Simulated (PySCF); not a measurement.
## Spinor energies of Dy³⁷⁺ (dysprosium, charge +37)

Start: [Ar] 3d10 4s1; 4s1/2 filled at m_j = +1/2. Calculated with PySCF 2.14 in an even-tempered Gaussian basis (17 s from 4.1 bohr⁻², ratio 2.8; 13 p from 5.4 bohr⁻², ratio 2.8; 8 d from 9.5 bohr⁻², ratio 2.8; 4 f from 22 bohr⁻², ratio 3): generalised Hartree-Fock with the X2C-1e Hamiltonian and a Gaussian nucleus; one run each with spin-orbit coupling (SO) switched off, then screened by Boettger's factors.

```csv
spinor shell,electrons,"ε, spin-free (eV)","ε, screened SO (eV)",weight of nominal j (screened SO),"rms radius, screened SO (bohr)"
1s1/2,2,-55671.2,-55660.8,1.000,0.0240
2s1/2,2,-10700.2,-10697.2,1.000,0.0969
2p1/2,2,-9672.2,-10240.4,1.000,0.0828
2p3/2,4,-9672.2,-9431.9,1.000,0.0894
3s1/2,2,-3568.4,-3567.6,1.000,0.247
3p1/2,2,-3245.2,-3370.5,1.000,0.237
3p3/2,4,-3245.2,-3191.8,1.000,0.250
3d3/2,4,-2843.3,-2866.4,1.000,0.220
3d5/2,6,-2843.3,-2827.5,1.000,0.224
4s1/2,1,-1678.1,-1677.9,1.000,0.519
```

```json
{"quantity": "E (hartree)", "spin-free": "-11326.89890", "screened SO": "-11335.53926"}
{"quantity": "M_J", "spin-free": "1/2", "screened SO": "1/2"}
{"quantity": "⟨J²⟩", "spin-free": "0.750", "screened SO": "0.750"}
{"quantity": "⟨L²⟩", "spin-free": "0.000", "screened SO": "0.037"}
{"quantity": "⟨S²⟩", "spin-free": "0.750", "screened SO": "0.787"}
```

Each row is a mean over spinors that exchange with the open shell spreads, by up to 4.884 eV (3s1/2).

Breit and QED terms are absent; they matter most for the inner s and p1/2 levels.

Densities and radii are taken from the X2C orbitals without a picture-change correction, which distorts them close to the nucleus.

Without spin-orbit coupling the j labels of p, d and f shells carry no meaning; the spin-free column gives the mean over the occupied spinors of each nl shell.
